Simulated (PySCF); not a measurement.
**Gas-phase XPS of `C[O][GeH2][O]C`, computed**

Species: C2H8GeO2.
Geometry (PBE0-D3(BJ)/def2-SVP, Å), atoms numbered from 1 in this order:
```xyz
13
C2H8GeO2 angstrom
C      2.236    0.524   -0.050
O      1.723   -0.609    0.600
Ge     0.004   -0.713    0.983
O     -0.844   -0.507   -0.566
C     -2.141    0.006   -0.636
H      2.120    1.445    0.554
H      1.755    0.695   -1.029
H      3.313    0.368   -0.218
H     -0.195   -2.118    1.563
H     -0.439    0.445    1.907
H     -2.906   -0.725   -0.310
H     -2.275    0.924   -0.028
H     -2.361    0.268   -1.683
```

Computed with delta-SCF UKS SCAN, pcX-2 on the ionised atom, pcseg-1 elsewhere, spin-free X2C in PySCF 2.14.0. Vertical ΔSCF values, vacuum level as zero.

Question: List the computed XPS lines with their assignment.

Answer: 
```json
{"atom(s)": "C1/C5", "bonded to": "O and 3 H", "level": "C 1s", "binding energy (eV)": "292.12", "count": "2"}
{"atom(s)": "O2/O4", "bonded to": "C and Ge", "level": "O 1s", "binding energy (eV)": "537.66", "count": "2"}
```

Question: Express the binding energy of O 1s of O2 (atom 2)/O4 in atomic units and per mole.

Answer: 537.66 eV = 19.7586 Eh = 51876 kJ/mol.

Question: Which photon energy gives electrons from O 1s of O2/O4 a kinetic energy of 50 eV, and what is their de Broglie wavelength?

Answer: hν = 537.66 + 50 = 587.66 eV, recoil neglected; λ = 12.264 Å/√(E/eV) = 1.73 Å.

Topologically equivalent atoms share the value of their first member; where this conformer doesn't relate them by symmetry, their own values could differ. No level of germanium is listed. One conformer (not necessarily the lowest) at the PBE0-D3(BJ)/def2-SVP geometry, without solvent, vibrations or thermal averaging.

Time: 12 s; peak memory 0.47 GiB. Hardware: an Arm Neoverse V1 with one thread, shared host.
